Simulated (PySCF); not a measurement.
Er(OH)3(NH3) at several levels of theory

Computed with PySCF 2.14.0 (density fitting, no spin-orbit coupling) at the geometry relaxed with PBE0:

```xyz
11
Er(OH)3(NH3) (singlet in the valence; each metal's 4f electrons, 11 of them, lie in its core potential, out of spins and levels)
Er    0.1501   -0.1975    0.2465
O     1.1620    1.3015    1.1930
H     1.6807    1.9311    1.6881
O    -1.3993   -1.0952    1.2268
H    -2.0500   -1.5618    1.7466
O     1.1024   -1.2312   -1.2344
H     1.6028   -1.7564   -1.8543
N    -1.2220    1.2458   -1.2250
H    -1.8166    1.8775   -0.6875
H    -0.6440    1.8246   -1.8354
H    -1.8358    0.6955   -1.8266
```

```csv
level,basis,state,HOMO (eV),gap (eV),charge on Er1 (e),population of f-type functions on Er1 (polarisation alone where 4f lies in the core),dipole about the centre of mass (D),largest force component (eV/Å)
PBE0,"Er lcecp-1-SVP with ECP57, O def2-SVP, H def2-SVP, N def2-SVP",singlet,-6.99,6.87,0.88,0.08,4.20,0.02
TPSS,the same,singlet,-5.39,4.78,0.76,0.07,4.14,0.36
PBE0,"Er lcecp-1-TZVP with ECP57, O def2-TZVP, H def2-TZVP, N def2-TZVP",singlet,-7.26,6.87,1.56,0.08,4.21,0.22
```

In the lcecp rows the 4f levels are missing from HOMO and gap, and the state counts the valence alone.

Charges are Mulliken's, which hang on the basis. The relaxation used the grid (50, 194), these runs (75, 302) or, all-electron (x2c bases, spin-free X2C Hamiltonian), (99, 590).

A further run in the first row's basis gives HOMO (eV) -5.25, gap (eV) 4.47, charge on Er1 (e) 0.68, population of f-type functions on Er1 (polarisation alone where 4f lies in the core) 0.07, dipole about the centre of mass (D) 4.14, largest force component (eV/Å) 0.40. Which level was it?
A. revPBE
B. M06-L
C. r2SCAN

A. The others give HOMO -5.51 eV (M06-L); -5.68 eV (r2SCAN).

In the first row's basis the gap widens with exact exchange: 4.5 to 5.6 eV for revPBE, TPSS, r2SCAN, M06-L (none); 6.9 eV for PBE0 (a fixed share).

An lcecp potential fixes the number of 4f electrons, so in runs with it no electron can move into or out of that shell.
